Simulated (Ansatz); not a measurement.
`BN=CF` → `FB1CN1`  (isomerisation)

Isolated molecules relaxed with PBE0-D4/def2-TZVP in Ansatz; ΔE leaves out vibrations. CBS: MP2 limit from def2 TZ/QZ plus the TZ coupled-cluster correction, frozen cores. DFT in def2-TZVPP. B3LYP here is the variant with VWN-RPA as its local correlation; programs differ in this.

`BN=CF`:

```xyz
7

B     0.105    0.206   -1.315
N    -0.044    0.029    0.030
C    -0.155   -0.149    1.235
F     0.666   -0.953    1.921
H    -0.480   -0.524   -2.059
H     0.807    1.092   -1.704
H    -0.899    0.298    1.892
```

`FB1CN1`:

```xyz
7

F    -2.115    0.117   -0.736
B    -0.869    0.088   -0.316
C     0.352   -0.595    0.331
N     0.263    0.801   -0.202
H     0.993   -1.279   -0.225
H     0.457   -0.689    1.411
H     0.918    1.557   -0.263
```

| level | ΔE (kcal/mol) | difference from CCSD(T)/CBS |
| --- | --- | --- |
| BHLYP-D4 | -20.0 | 2.6 |
| B3LYP | -17.5 | 5.1 |
| r2SCANh | -21.2 | 1.4 |
| r2SCAN0 | -22.9 | -0.3 |
| CAM-B3LYP | -19.7 | 2.9 |
| HF/def2-SVP | -18.9 | 3.7 |
| MP2/def2-SVP | -24.4 | -1.8 |
| CCSD/def2-SVP | -22.0 | 0.6 |
| SCS-MP2/def2-TZVPP | -21.7 | 0.9 |
| HF/CBS(def2) | -18.1 | 4.5 |
| CCSD(T)/CBS | -22.6 | 0 |

Largest T1 diagnostic among the species: 0.015.

From PBE to PBE0 (25 % exact exchange), in def2-TZVPP and without D4, ΔE moves by −3.3 kcal/mol. At CCSD(T), def2-SVP lies +1.5 kcal/mol from the extrapolated value and def2-TZVPP +1.4 kcal/mol. Leaving LDA and LC-ωPBE aside and taking each functional with its dispersion term where it has one, the values, not all of them listed here, spread over 10.1 kcal/mol, from PBE-QIDH to BLYP-D4. LDA lies −3.7 kcal/mol from PBE without D4.
